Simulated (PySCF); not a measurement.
# From a cheap method to the best ionisation energy

Calculated results; nothing here was measured. The program is PySCF 2.14.0, an open-source quantum chemistry code, run on isolated molecules that a program drew, which may never have been made.

Each row is one molecule at its Hartree-Fock double-zeta minimum. Values are energies in eV to remove one electron at fixed geometry, as differences of total energies, from the first spin state named to the second. Koopmans is minus the highest occupied HF orbital energy, given where it applies. The basis family is cc-pV(n+d)Z, with diffuse functions on anions, UHF for radicals and no spin-orbit coupling. Best is HF at quadruple zeta, plus MP2 correlation extrapolated from triple and quadruple zeta, plus CCSD(T) minus MP2 at triple zeta, with a frozen core. The other columns are at triple zeta. The step is the size of the change in best from the same recipe one zeta lower. Germanium has the cc-pVnZ-PP basis, with a core potential (ECP10MDF) in place of its 10 inner electrons, and its 3s, 3p and 3d shells are frozen in MP2 and coupled-cluster steps.

```
SMILES,charge,spin states,Koopmans,PBE,CCSD,wB97X,B3LYP,CCSD(T),best,step
[AlH][AlH2],0,doublet to singlet,-,7.13,6.99,7.04,7.11,7.02,7.05,0.04
[BH2][GeH2],0,doublet to singlet,-,8.45,8.12,8.13,8.37,8.19,8.24,0.03
B=[N][AlH],0,doublet to singlet,-,7.56,7.52,7.51,7.62,7.54,7.56,0.01
[F][Al][F],0,doublet to singlet,-,9.54,9.53,9.48,9.74,9.49,9.56,0.00
[CH3][AlH],0,doublet to singlet,-,7.38,7.37,7.38,7.46,7.38,7.41,0.02
[BH]N=BF,0,doublet to singlet,-,8.33,8.40,8.34,8.45,8.36,8.46,0.05
F[Si](F)F,0,doublet to singlet,-,10.43,10.70,10.67,10.74,10.61,10.76,0.07
F[SiH2],0,doublet to singlet,-,?,?,9.08,?,?,?,?
```

**Estimate the best value of the last row from its wB97X value.**

A least-squares line through the other rows is best = -0.08 + 1.018 x wB97X, with a scatter of 0.04 eV (squared misfits over 5 degrees of freedom). At 9.08 eV it gives 9.16 eV. The calculation gives 9.12 eV, with a step of 0.05 eV, so the line misses by 0.04 eV. Over the other rows wB97X lies on average 0.07 eV below best. The rest of the last row: 9.03 (PBE), 9.06 (CCSD), 9.17 (B3LYP), 9.04 (CCSD(T)).
